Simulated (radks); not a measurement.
Values are calculated unless marked as measured or tabulated.
Initial-state core-level shifts of the arsenic ion As+ when its valence configuration changes from [Ar] 3d10 4s2 4p2. Level of theory: Dirac Kohn-Sham, LDA (Slater exchange, Perdew-Wang correlation), spin-unpolarised, spherical densities, finite nucleus; open shells fill j = l - 1/2 first; Fermi nuclear charge, rms radius 4.0968 fm (a radial shooting solver on a logarithmic mesh with Libxc functionals). Shifts are changes of the shell-averaged eigenvalues in eV (positive: less bound); the change of the density at the nucleus, which sets a Mossbauer isomer shift, is in e/bohr^3, on a base of 3.539e+04.

valence	2s	2p	3s	3p	density at nucleus
3d10 4s1 4p3	-1.709	-1.703	-1.740	-1.731	-23.962
3d8 4s2 4p4	-30.595	-30.338	-24.224	-23.771	+29.003
3d9.5 4s2 4p2.5	-7.252	-7.190	-5.923	-5.809	+6.799
3d8 4s1 4p5	-32.080	-31.810	-25.710	-25.247	-2.125
3d9 4s2 4p3	-14.772	-14.648	-11.939	-11.711	+13.907
3d8 4s1.5 4p4.5	-31.344	-31.081	-24.974	-24.516	+13.596
3d8 4p6	-33.513	-33.230	-27.148	-26.675	-34.476
3d10 4s1.5 4p2.5	-0.865	-0.862	-0.880	-0.876	-11.797
3d7.5 4s1.5 4p5	-39.610	-39.279	-31.202	-30.636	+20.657
